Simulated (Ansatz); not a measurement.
A geometry relaxed with r2SCAN-D4/def2-TZVP in Ansatz (a first-principles code), charge 0, multiplicity 1:

```xyz
4

Br    -1.2046    -1.8787    -0.0107
Br    -1.0247     1.9825    -0.0100
Al     0.0000     0.0000     0.0000
Br     2.2292    -0.1038     0.0206
```

Task: Write the SMILES of this molecule.

Result: `[Br][Al]([Br])[Br]`
